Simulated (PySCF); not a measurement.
Mass spectrum arithmetic for `FC(F)c1ccc(C2CC2)[n-]1`

Species: `FC(F)c1ccc(C2CC2)[n-]1`.

Calculated for natural abundance.

Q: Molar mass and exact mass?

A: For [C8H8F2N]-, with standard atomic weights, 2 × 18.998 + 8 × 12.011 + 1 × 14.007 + 8 × 1.008 = 156.155 g/mol. From the most abundant isotopes (19F, 12C, 14N, 1H), 2 × 18.998403 + 8 × 12.000000 + 1 × 14.003074 + 8 × 1.007825 = 156.0625 u for neutral atoms; the ion's mass is 156.0630 u once 1 electron mass (0.000549 u) is added.

Q: What cluster does the ion itself show when like nominal masses merge?

A: 
| nominal mass | m/z (centroid) | relative intensity |
| --- | --- | --- |
| 156 | 156.0630 | 100.0 |
| 157 | 157.0662 | 9.1 |
| 158 | 158.0693 | 0.4 |

Lines under 0.1 % of the tallest are left out.

Q: What is the composition by mass?

A: F 24.33 %, C 61.53 %, N 8.97 %, H 5.16 %.

Q: List the species in which a single atom is changed from its most abundant isotope.

A: Intensity in % of the monoisotopic species:

| isotope | mass shift (u) | m/z | intensity (%) |
| --- | --- | --- | --- |
| 15N | +0.99703 | 157.0601 | 0.37 |
| 13C | +1.00335 | 157.0664 | 8.65 |
| 2H | +1.00628 | 157.0693 | 0.09 |

Species under 0.02 % are left out.

Q: What share of all these ions is the monoisotopic species?

A: 1^2 × 0.9893^8 × 0.99632 × 0.999885^8 = 91.33 %.

Q: Count the protons, neutrons and electrons of the monoisotopic species, and give its exact less its nominal mass.

A: 81 protons, 75 neutrons and 82 electrons; 156.0625 − 156 = +0.0625 u, electron masses as for neutral atoms.

Q: What resolving power m/Δm just matches the spacing of the species with one 15N and with one 13C?

A: They lie 0.00632 u apart at mass 157.06, so m/Δm is about 25000.
